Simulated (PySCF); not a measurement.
## Unknown compound

The spectra below were simulated for a compound C₃H₂FN₃.

¹H NMR (500 MHz, computed): δ 8.96 (dd, J = 12.6, 7.2 Hz, 1H), 6.72 (dd, J = 7.2, 3.7 Hz, 1H).

¹³C{¹H} NMR (computed): δ 176.6 (C, d, J = 326.5 Hz), 160.1 (CH), 111.0 (CH, d, J = 20.0 Hz).

- shielding tensors at B3LYP/pcSseg-2 (GIAO)
- geometry: PBE0-D3(BJ)/def2-SVP
- spin–spin couplings from B3LYP/pcJ-1
- program: PySCF 2.14
- non-relativistic, a single conformation, isolated molecule

δ = σ(ref) − σ, references computed at the same level: ¹H (31.39 ppm) and ¹³C (179.19 ppm) vs TMS.

Q: What is the structure?

A: 
1. The formula gives 4 degrees of unsaturation (1 ring in the answer).
2. 3 carbon signals for 3 carbons: no two carbons are equivalent.
3. Carbon types of the structure: 1 × C, 2 × CH, which accounts for all hydrogens.
4. δC 176.6: aromatic carbon bearing fluorine; σ withdrawal by the attached heteroatom moves it downfield of the ring CH carbons.
5. δC 160.1: aromatic CH next to a ring nitrogen; the adjacent pyridine-type nitrogen withdraws density from it.
6. δC 111.0: aromatic CH.
7. δH 8.96: hydrogen on an aromatic CH next to a ring nitrogen; ring current plus the neighbouring ring nitrogen.
8. δH 6.72: hydrogen on an aromatic CH; ring-current deshielding.
9. The protons at 6.72 and 8.96 share a coupling of 7.2 Hz (vicinal, an ortho-type coupling).

These data were computed for SMILES N1=NN=C(F)C=C1.

The shifts were computed for this structure.

Common functionals overestimate the size of one-bond C–F couplings by tens of Hz; these are unscaled. Multiplet labels drop couplings under 1 Hz and merge nearly equal ones. Unscaled 3J(H,H) at this level run about 10 % above measured values. Shifts are as computed. Against solution values, carbons near 30 ppm lie about +3 ppm off and those near 130 ppm about +8 ppm. Of 1313 compounds with measured shifts, 239 miss one by over three times the rms of a fit or turn the order of signals round; such compounds aren't used in these exercises.
